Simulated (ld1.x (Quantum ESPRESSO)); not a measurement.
## Ranking TM potentials for lithium

All share these settings but for the change named:

* Element: Li
* Generator: ld1.x (Quantum ESPRESSO) 7.5
* Type: norm-conserving Troullier–Martins (Kleinman–Bylander form)
* Functional: Wu–Cohen
* Relativity: scalar-relativistic
* Frozen core: [He]
* Valence charge: 1
* Reference configuration: 2s0 2p1
* Partial waves: 2s (bound, empty): rc 3.55 bohr; 2p (bound): rc 4.20 bohr
* Local potential: all-electron potential smoothed inside 3.20 bohr (lloc = -1)
* Core correction: a·sin(br)/r model core, default radius (core density twice the valence density)

Test errors are all-electron minus pseudo excitation energies from the reference, over 2s1 2p0; 2s0.5 2p0. None of these files shows a bound ghost.

The base gives 14.1 meV.

Of 12 variants that were run, those that failed, showed a ghost or another fault, or gave nearly equal values are left out.

A variant can come out equal or close to the base, since the largest error may sit in a test that the change hardly touches while other tests move.

Q: Rank these variants by their largest absolute test error, smallest first.
A. functional PBE
B. functional BLYP
C. local potential all-electron potential smoothed inside 3.50 bohr (lloc = -2)
D. wave 2p (bound): rc 4.20 bohr becomes 2p (bound): rc 6.22 bohr
E. all radii but the core radius scaled by about 1.11 (s 3.96, p 4.68 bohr); local potential all-electron potential smoothed inside 3.56 bohr (lloc = -1)

A: B (5.0 meV), A (10.9 meV), C (14.3 meV), E (22.7 meV), D (30.9 meV).
